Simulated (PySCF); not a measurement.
CdI, SMILES [Cd][I] (connectivity only; charge and spin as stated), neutral, multiplicity 2.

Geometry: B3LYP-D3(BJ)/def2-TZVP. The multiplicity is an assumed one; other spin states were not compared. The def2 effective core potentials stand for the cores of Cd, I; spin–orbit coupling is left out.

Two levels are set side by side: PBE/def2-TZVPD (PySCF) and B3LYP/def2-TZVPD (PySCF). Same geometry, gas phase. Differences are taken from unrounded values.

```
quantity                     B3LYP
---------------------------  -----
α-spin orbital gap (eV)       4.85
β-spin orbital gap (eV)       2.69
dipole moment (D)             3.08
mean polarisability (bohr³)   83.6
```

### Question
What does PBE give, and how far is it from B3LYP? (Estimate from the structure and the level; the computed values follow.)

### Answer

```csv
quantity,PBE,PBE minus B3LYP
α-spin orbital gap (eV),3.75,-1.10
β-spin orbital gap (eV),1.42,-1.27
dipole moment (D),2.86,-0.22
mean polarisability (bohr³),84.0,0.4
```

Rough cost on one machine, each run with all the roots and properties that it gave: B3LYP against PBE within a factor of 2.
